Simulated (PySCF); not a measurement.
Level of theory: PBE0/[K def2-SVPD, Br def2-SVPD], no relativity, density fitting, PySCF. Open shells, if any, are unrestricted.

Problem. What shape and geometry does isolated singlet KBr₂⁻ take (every ligand bound to K)?

Solution. Counting electrons, potassium keeps none of its valence electrons outside its bonds, so the VSEPR class is AX2 and the expected shape is linear (D∞h), as computed. The lowest minimum found is a singlet of D∞h symmetry with K–Br 3.032 Å (×2); Br–K–Br 180.0°. Its harmonic wavenumbers are 32 (πu), 97 (σg+), 199 (σu+) cm⁻¹ and its dipole moment is 0.00 D about the centre of mass.

Only a few start shapes were tried, so a lower isomer may exist. The lowest empty level of this anion is unbound, so it and the gap depend on the basis.
